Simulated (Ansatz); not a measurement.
System: dimethoxyborane, C2H7BO2 (charge 0, singlet). SMILES: COBOC
Structure (B3LYP-D3(BJ)/def2-TZVP (Ansatz, a quantum-chemistry and plane-wave program) minimum search):
```xyz
12

B      0.1629     0.7393     0.2257
O      0.7528    -0.4510    -0.0634
C      2.1594    -0.6318     0.0074
O     -1.1821     0.8705     0.1461
C     -2.0056    -0.2281    -0.2401
H      0.8032     1.6932     0.5545
H      2.6654     0.2863     0.3142
H      2.5289    -0.9350    -0.9732
H      2.3807    -1.4214     0.7269
H     -1.7481    -0.5755    -1.2423
H     -1.8962    -1.0615     0.4562
H     -3.0366     0.1207    -0.2301
```
Charge 0, spin multiplicity 1.

Wanted: vertical triplet-singlet gap (E(triplet) - E(singlet); each state is the SCF solution reached for its spin; for the triplet the Hartree-Fock reference is unstable and T1 is 0.023), in kcal/mol. Correlated levels leave the core frozen unless marked. UHF or UKS for open shells. Spin-orbit coupling is left out. Non-relativistic.  The program attaches cautions to a run behind CCSD/aug-cc-pVDZ: other roots. The program attaches cautions to a run behind CCSD(T)/aug-cc-pVDZ: other roots.

```json
[
 {"level": "HF/aug-cc-pVTZ", "program": "Ansatz", "vertical triplet-singlet gap (kcal/mol)": "163.8"},
 {"level": "r2SCAN/def2-TZVPD", "program": "Ansatz", "vertical triplet-singlet gap (kcal/mol)": "152.4"},
 {"level": "B3LYP/def2-TZVPD", "program": "Ansatz", "vertical triplet-singlet gap (kcal/mol)": "158.4"},
 {"level": "PBE0/def2-TZVPD", "program": "Ansatz", "vertical triplet-singlet gap (kcal/mol)": "158.8"},
 {"level": "CAM-B3LYP/def2-TZVPD", "program": "Ansatz", "vertical triplet-singlet gap (kcal/mol)": "165.5"},
 {"level": "B2PLYP/def2-TZVPD", "program": "Ansatz", "vertical triplet-singlet gap (kcal/mol)": "166.6"},
 {"level": "RI-MP2/aug-cc-pVTZ", "program": "Ansatz", "vertical triplet-singlet gap (kcal/mol)": "189.6"},
 {"level": "CCSD/aug-cc-pVDZ", "program": "Ansatz", "vertical triplet-singlet gap (kcal/mol)": "173.8"},
 {"level": "CCSD(T)/aug-cc-pVDZ", "program": "Ansatz", "vertical triplet-singlet gap (kcal/mol)": "171.3"}
]
```
